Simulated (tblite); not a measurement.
Method: GFN2-xTB as coded in tblite; computed harmonic values from a numerical Hessian at the method's own geometry, unscaled. The method is semi-empirical: single wavenumbers can be off by several per cent or more. Modes of hydrogen on phosphorus and silicon can be 10 to 20 % off. One conformer each. Thermal functions are those of the rigid rotor and harmonic oscillator, without mixing of conformers.

Question: Order these by their zero-point energy, highest first (kJ/mol).
A. `CC(PC#C)C`
B. `CC[Si@@H](N)O[SiH3]`
C. `CP(=S)(C)CC`
D. `C=CP1C[C@@H]1C`
E. `C=CPC1CC1`
F. `OCCC[PH2+]CO`
G. `C#CP(=C)(C)C`

Answer: F (408.7), C (367.8), B (334.5), D (322.4), E (318.3), A (315.7), G (303.6).

```json
{"SMILES": "OCCC[PH2+]CO", "atoms": "19", "mass (u)": "123.06", "symmetry number": "1", "modes under 300 cm⁻¹": "7", "ZPE (kJ/mol)": "408.7", "S translation (J/(mol K))": "168.9", "S rotation": "119.3", "S vibration": "116.4", "S": "404.6", "Cp": "156.6"}
{"SMILES": "CCP(C)(C)=S", "atoms": "17", "mass (u)": "122.03", "symmetry number": "1", "modes under 300 cm⁻¹": "9", "ZPE (kJ/mol)": "367.8", "S translation (J/(mol K))": "168.8", "S rotation": "117.9", "S vibration": "110.1", "S": "396.8", "Cp": "147.5"}
{"SMILES": "CC[Si@@H](N)O[SiH3]", "atoms": "17", "mass (u)": "121.04", "symmetry number": "1", "modes under 300 cm⁻¹": "9", "ZPE (kJ/mol)": "334.5", "S translation (J/(mol K))": "168.7", "S rotation": "119.8", "S vibration": "152.8", "S": "441.3", "Cp": "164.9"}
{"SMILES": "C=CP1C[C@@H]1C", "atoms": "15", "mass (u)": "100.04", "symmetry number": "1", "modes under 300 cm⁻¹": "5", "ZPE (kJ/mol)": "322.4", "S translation (J/(mol K))": "166.3", "S rotation": "114.0", "S vibration": "75.4", "S": "355.6", "Cp": "122.5"}
{"SMILES": "C=CPC1CC1", "atoms": "15", "mass (u)": "100.04", "symmetry number": "1", "modes under 300 cm⁻¹": "5", "ZPE (kJ/mol)": "318.3", "S translation (J/(mol K))": "166.3", "S rotation": "114.5", "S vibration": "80.5", "S": "361.2", "Cp": "119.2"}
{"SMILES": "C#CPC(C)C", "atoms": "15", "mass (u)": "100.04", "symmetry number": "1", "modes under 300 cm⁻¹": "6", "ZPE (kJ/mol)": "315.7", "S translation (J/(mol K))": "166.3", "S rotation": "115.1", "S vibration": "89.4", "S": "370.8", "Cp": "131.8"}
{"SMILES": "C#CP(=C)(C)C", "atoms": "15", "mass (u)": "100.04", "symmetry number": "1", "modes under 300 cm⁻¹": "7", "ZPE (kJ/mol)": "303.6", "S translation (J/(mol K))": "166.3", "S rotation": "114.5", "S vibration": "101.6", "S": "382.4", "Cp": "147.1"}
```

Entropies and Cp are for 298.15 K and 1 bar.
